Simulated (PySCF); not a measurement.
Stretching RbCa

Set-up: basis Rb x2c-TZVPall, Ca x2c-TZVPall; spin-free X2C with a Gaussian nucleus; PySCF 2.14. Energies in eV from Rb + Ca in their ground configurations at the same level. State: ²Σ⁺ (doublet), unpaired electrons σ ↑.

All columns are PBE0. A positive dipole means Rb(−)Ca(+).

| R (Å) | E (eV) | μ (D) | Mulliken charge on Rb (basis-dependent) | HOMO (eV) | LUMO (eV) | Mayer bond order | ⟨S²⟩ |
| --- | --- | --- | --- | --- | --- | --- | --- |
| 3.822 | -0.101 | -2.56 | 0.18 | -2.76 | -1.38 | 0.66 | 0.77 |
| 4.000 | -0.164 | -2.66 | 0.16 | -2.77 | -1.40 | 0.63 | 0.77 |
| 4.177 | -0.198 | -2.71 | 0.14 | -2.79 | -1.42 | 0.58 | 0.77 |
| 4.311 | -0.209 | -2.72 | 0.14 | -2.80 | -1.43 | 0.55 | 0.77 |
| 4.444 | -0.212 | -2.70 | 0.13 | -2.81 | -1.44 | 0.51 | 0.77 |
| 4.577 | -0.209 | -2.66 | 0.13 | -2.83 | -1.45 | 0.47 | 0.76 |
| 4.755 | -0.198 | -2.58 | 0.12 | -2.84 | -1.46 | 0.42 | 0.76 |
| 4.977 | -0.178 | -2.45 | 0.11 | -2.86 | -1.47 | 0.36 | 0.76 |
| 5.244 | -0.150 | -2.25 | 0.10 | -2.87 | -1.47 | 0.30 | 0.76 |
| 5.599 | -0.113 | -1.93 | 0.09 | -2.88 | -1.46 | 0.22 | 0.75 |

A fit through these points gives, at Re = 4.435 Å, μ = -2.70 D and dμ/dR = 0.205 D/Å; the reduced mass is 27.17 u.

Question: How strong is the fundamental in the double-harmonic approximation, I = 42.26·(dμ/dR)²/μred km/mol?

Answer: I = 42.26·(0.205)²/27.17 = 0.0654 km/mol at PBE0.

The bond is weak. Basis-set superposition, not corrected here, can be much of De in a small basis, most of all at correlated wavefunction levels. Functionals without a dispersion term scatter widely for such bonds, and LDA overbinds them. Spin–orbit coupling is left out. The state was picked by a PBE0 search and need not be the measured ground state.
